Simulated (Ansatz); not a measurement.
Several settings on one geometry of [Te3]2- (Te₃²⁻) (that of the charge -2 singlet, B3LYP-D4/def2-SVPD). Ansatz on 4 threads of Arm Neoverse V1 on a shared host; times are rough.

Cartesian coordinates in Å:
```
Te -1.984 -1.180 -0.779
Te 0.320 -0.599 0.760
Te 1.664 1.779 0.019
```

Totals from different functionals, basis sets or treatments of relativity can't be compared as stabilities.

In the def2 sets Te takes a core potential; there is no spin–orbit coupling. Correlated methods freeze 12 core orbitals; core or outer-core shells of Te are correlated, in sets that lack core-valence functions. A multiply charged anion in the gas phase is held together partly by the finite basis. Removing one electron lowers the energy by 1.56 eV at PBE0-D4/def2-TZVPD, so it isn't bound.

Problem. Give the basis size and estimate the energy, ⟨S²⟩ and time of these runs.

```tsv
run	method	charge	state	further keys
1	UHF, ccsd_t/def2-SVP	-2	singlet	scf: {omitted_lower_state_checks: [starts]}
2	RKS SVWN5/def2-TZVPD	-2	singlet	scf: {lower_state_search: off}; forces asked
3	RHF/def2-SVP	-2	singlet	scf: {omitted_lower_state_checks: [starts]}
```

Solution. 
| run | functions | energy (Eh) | ⟨S²⟩ | wall time |
| --- | --- | --- | --- | --- |
| 1 | 78 | -801.3807 | 0.00 | 23 s |
| 2 | 177 | -803.0392 | – | 1.2 s |
| 3 | 78 | -801.0016 | – | 0.55 s |

The highest occupied level of an anion often lies above zero with these methods, and sets without diffuse functions describe the outer electron poorly.
